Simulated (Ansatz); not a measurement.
System: triethynyl(methoxy)silane, C$_{7}$H$_{6}$OSi, charge 0, multiplicity 1. 
Geometry from a B3LYP-D3(BJ)/def2-TZVP (Ansatz, an electronic-structure program) optimisation:
```xyz
15

C     -1.0470    -0.3862     2.7468
C     -0.6694    -0.2805     1.6068
Si    -0.0618    -0.1170    -0.1034
C     -0.8982    -1.3105    -1.1808
C     -1.4821    -2.0904    -1.8892
C     -0.4132     1.5833    -0.6569
C     -0.6206     2.7142    -1.0191
O      1.5351    -0.4286    -0.1791
C      2.5281     0.2992     0.5332
H     -1.3864    -0.4813     3.7505
H     -1.9933    -2.7812    -2.5162
H     -0.8101     3.7104    -1.3409
H      2.3649     0.2300     1.6119
H      2.5273     1.3518     0.2384
H      3.4956    -0.1377     0.2909
```
Charge 0, spin multiplicity 1.

Computed values are from Ansatz. Valence correlation only, unless marked. UHF or UKS for open shells. Spin-orbit coupling is left out. Non-relativistic. CBS(X,Y): correlation extrapolated as X^-3; Hartree-Fock from the larger set. The bracket is a focal-point correction in the basis named.

Problem. What is the dipole moment at CCSD(T)/aug-cc-pV(D+d)Z?

Solution. 1.12 D.

Problem. What is the total energy at RI-MP2/CBS(aug-cc-pV(T+d)Z,aug-cc-pV(Q+d)Z)+[CCSD(T)-MP2]/aug-cc-pV(T+d)Z?

Solution. -634.1082 Eh.

Problem. What is the atomisation energy De at RI-MP2/CBS(aug-cc-pV(T+d)Z,aug-cc-pV(Q+d)Z)+[CCSD(T)-MP2]/aug-cc-pV(T+d)Z?

Solution. 6878.5 kJ/mol.

Problem. What is the T1 diagnostic at CCSD/aug-cc-pV(T+d)Z?

Solution. 0.013.
